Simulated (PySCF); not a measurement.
System: C₄H₅OSi, net charge -1, singlet state. It need not be the lowest isomer of its formula. Whether it binds its extra electron was not tested at this geometry. SMILES: c1oc[c-]c1[SiH3]
Geometry: optimised at B3LYP-D3(BJ)/def2-TZVP (Ansatz).

Dispersion corrections to the total energy (kcal/mol) from the dftd3 and dftd4 libraries through PySCF: D3(BJ) without and D4 with the three-body term, each with the damping fitted for the functional named.

```csv
functional,D3(BJ),D4
LC-wPBE,-5.87,-8.09
CAM-B3LYP,-4.93,-6.20
BP86,…,-9.74
B2GP-PLYP,…,-3.08
HF,-49.76,-26.57
TPSS,-7.72,-9.84
PBE0,…,-6.14
```

**Question.** Some entries are withheld; supply them.

**Answer.** 
- BP86, D3(BJ): -9.99
- B2GP-PLYP, D3(BJ): -4.24
- PBE0, D3(BJ): -5.32
